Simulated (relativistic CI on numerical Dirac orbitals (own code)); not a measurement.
## Tc³⁺: resonant inelastic scattering at the M2,3 edge

Computed with this model: Dirac-Coulomb-Breit CI, orbitals from a KLI potential per configuration, model QED (radiative potential, 1s self-energy scaled to tabulated hydrogen-like ionisation energies), valence Slater integrals scaled by 0.8, Kramers-Heisenberg scattering through one core-hole configuration in a parametric crystal field; configurations [Kr] 4d4 → [Ne] 3s2 3p5 3d10 4s2 4p6 4d5; 300 K; core-hole width 2 eV; summed over polarisations. Incident energies are the highest absorption maxima for each field (at most a few, so the weaker spin-orbit partner edge can be absent), on the computed scale of the free ion. Intensities are in per cent of the strongest line above 0.02 eV; levels within 1 cm⁻¹ are merged; final levels count from the ground level, the first row holds all elastic scattering, lines under 0.4 are left out and each table stops after 24 rows. The scale of the Slater integrals is a model choice and moves the terms in proportion.

Field parameters in Wybourne normalisation: Td as Oh with Dq negative (B⁴₀ = 21Dq, B⁴₄ = √(5/14) B⁴₀). The field is a parameter set, without covalency.

S is read from ⟨S²⟩ = S(S + 1).

Td, 10Dq = -2650 cm⁻¹:

```csv
Final level (eV),Degeneracy,Irrep,S,433.1 eV,453.7 eV
0.000,1,A1,1.98,1843.7,120.3
0.032,3,T1,1.99,31.0,14.6
0.066,3,T2,1.99,100.0,8.2
0.126,2,E,1.99,66.6,3.0
0.150,3,T1,1.99,21.9,2.5
0.204,3,T2,1.99,23.7,5.0
0.460,1,A2,1.99,3.2,1.1
0.472,3,T2,1.99,18.3,1.8
0.482,2,E,1.99,11.2,1.9
0.488,3,T1,1.99,9.1,1.5
0.494,1,A1,1.99,5.8,1.7
1.473,1,A1,0.97,47.1,9.8
1.616,3,T1,1.00,34.5,9.7
1.635,2,E,0.99,5.0,4.3
1.682,3,T2,1.00,6.9,3.1
1.746,3,T1,0.98,8.2,3.2
1.801,1,A2,1.00,2.1,1.8
1.803,3,T2,0.99,4.5,4.6
1.820,2,E,1.00,3.2,2.4
1.867,3,T1,0.99,6.9,4.6
1.884,3,T2,1.00,1.4,0.9
1.889,2,E,1.00,1.8,1.1
1.913,1,A1,1.00,29.1,9.7
1.978,1,A1,0.92,13.1,3.8
```

Td, 10Dq = -6000 cm⁻¹:

```csv
Final level (eV),Degeneracy,Irrep,S,433.1 eV,453.7 eV
0.000,1,A1,1.97,2198.9,151.8
0.026,3,T1,1.98,33.9,13.7
0.050,3,T2,1.99,100.0,10.4
0.123,2,E,1.99,61.7,4.4
0.137,3,T1,1.99,30.0,4.0
0.194,3,T2,1.99,31.8,9.2
0.854,1,A2,1.99,3.5,1.3
0.857,3,T2,1.99,26.0,2.6
0.860,2,E,1.98,15.9,2.6
0.862,3,T1,1.98,19.5,2.8
0.863,1,A1,1.98,9.7,2.9
1.058,1,A1,0.88,58.8,8.7
1.261,3,T1,1.02,59.8,13.0
1.299,2,E,1.00,15.0,8.6
1.328,3,T2,1.01,19.2,6.3
1.533,1,A2,1.00,4.9,2.7
1.569,3,T1,0.96,6.1,2.5
1.573,3,T2,1.00,7.1,6.4
1.589,1,A1,0.38,7.5,1.5
1.634,2,E,1.00,3.3,1.8
1.809,3,T1,0.89,8.6,5.6
1.886,2,E,1.00,3.2,1.2
1.897,3,T2,1.00,5.3,2.4
1.931,1,A1,1.01,8.7,4.6
```

For the first field the strongest loss at the lowest incident energy is the level at 0.07 eV (S = 1.99, against 1.99 in the thermal ground state). Levels of other spin, the first over 8 % at 1.47 eV, appear because spin-orbit coupling of the core hole, and in heavier ions of the valence shell too, mixes spins.
